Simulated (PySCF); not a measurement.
A GIAO shielding run with PySCF (density fitting, non-relativistic, gas phase) on `N#CC1=CC=C[SiH2]1`, C5H5NSi:

```
$ OMP_NUM_THREADS=1 python probes_run.py task.json out

{"job": {"kind": "nmr", "xc": "PBE0", "basis": "cc-pVDZ", "pop": true}, "charge": 0, "multiplicity": 1}
N      3.425498     0.724030    -0.710607
C      2.306195     0.542236    -0.456272
C      0.948149     0.273788    -0.166409
C      0.110522     1.137012     0.466938
C     -1.270608     0.680550     0.683469
C     -1.589428    -0.554256     0.236872
Si    -0.053634    -1.283609    -0.547951
H      0.428784     2.127405     0.807268
H     -1.981049     1.342483     1.189610
H     -2.589548    -0.976098     0.353870
H      0.477020    -2.493674     0.143668
H     -0.173852    -1.549667    -2.010392
```

Hardware: 1 thread of an Arm Neoverse V2, shared host. The job also computes population analyses, field gradients, ring-centre shieldings.

(1) How large is the calculation?

(2) How long does it take, and how much memory does it need?

(3) And these other runs on the same molecule and hardware: GIAO shielding at PBE0/6-311+G(2d,p); GIAO shielding at PBE0/6-31G*; GIAO shielding at PBE0/IGLO-III; GIAO shielding at PBE0/aug-cc-pVDZ; GIAO shielding at PBE0/cc-pVTZ; GIAO shielding at PBE0/def2-SVP?

Results:

(1) 56 electrons, 127 basis functions and 729 auxiliary functions.

(2) 13 s of wall time, with 15 SCF cycles and 5 response iterations; peak memory 0.71 GiB. Times on a shared host scatter by some tens of per cent.

(3) PBE0/6-311+G(2d,p): 227 functions, 28 s; PBE0/6-31G*: 112 functions, 11 s; PBE0/IGLO-III: 304 functions, 44 s; PBE0/aug-cc-pVDZ: 210 functions, 25 s; PBE0/cc-pVTZ: 284 functions, 41 s; PBE0/def2-SVP: 127 functions, 11 s.
